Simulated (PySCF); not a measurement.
# Spinor energies of Kr¹⁸⁺ (krypton, charge +18)

Start: [Ar]. Calculated with PySCF 2.14 in an uncontracted even-tempered set (19 s from 0.6 bohr⁻², ratio 2.6; 14 p from 0.78 bohr⁻², ratio 2.6; 6 d from 0.8 bohr⁻², ratio 2.8; 3 f from 18 bohr⁻², ratio 2.8): generalised Hartree-Fock with the X2C-1e Hamiltonian and a Gaussian nucleus; spin-orbit coupling (SO) screened by Boettger's factors.

```json
{"spinor shell": "1s1/2", "electrons": "2", "ε, screened SO (eV)": "-15088.6", "weight of nominal j (screened SO)": "1.000", "rms radius, screened SO (bohr)": "0.0478"}
{"spinor shell": "2s1/2", "electrons": "2", "ε, screened SO (eV)": "-2641.7", "weight of nominal j (screened SO)": "1.000", "rms radius, screened SO (bohr)": "0.197"}
{"spinor shell": "2p1/2", "electrons": "2", "ε, screened SO (eV)": "-2448.2", "weight of nominal j (screened SO)": "1.000", "rms radius, screened SO (bohr)": "0.172"}
{"spinor shell": "2p3/2", "electrons": "4", "ε, screened SO (eV)": "-2392.9", "weight of nominal j (screened SO)": "1.000", "rms radius, screened SO (bohr)": "0.176"}
{"spinor shell": "3s1/2", "electrons": "2", "ε, screened SO (eV)": "-870.58", "weight of nominal j (screened SO)": "1.000", "rms radius, screened SO (bohr)": "0.504"}
{"spinor shell": "3p1/2", "electrons": "2", "ε, screened SO (eV)": "-797.00", "weight of nominal j (screened SO)": "1.000", "rms radius, screened SO (bohr)": "0.496"}
```

Where does 3p3/2 lie, and what is the 3p spin-orbit splitting (screened SO)?

At -785.72 eV, 11.282 eV above 3p1/2.

```
   quantity  screened SO
E (hartree)  -2613.93934
        M_J            0
       ⟨J²⟩        0.000
       ⟨L²⟩        0.003
       ⟨S²⟩        0.003
```
